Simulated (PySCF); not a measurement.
Computed shifts of a molecule C5H7Cl, B3LYP/pcSseg-1 (PySCF), GIAO, gas phase, equivalent atoms averaged, in ppm (number of nuclei): ¹³C: 219.8 (1), 118.9 (1), 102.6 (1), 26.2 (2). ¹H: 6.35 (1), 2.15 (6). References: ¹³C against TMS (σ = 181.3 ppm); ³⁵Cl against HCl (σ = 933.3 ppm); ¹H against TMS (σ = 31.68 ppm), references at their B3LYP-D3(BJ)/def2-TZVP geometries, non-relativistic (without spin–orbit terms, shifts of atoms bonded to Cl or Br come out too high). Geometry optimised at r2SCAN-D4/def2-SVP. One conformer was computed; it need not be the lowest.

Task: Pick the molecule that these values belong to.
A) C#CCCCCl
B) Cl/C=C\C1CC1
C) C=C/C(C)=C\Cl
D) CC(C)=C=CCl

Result: D, CC(C)=C=CCl
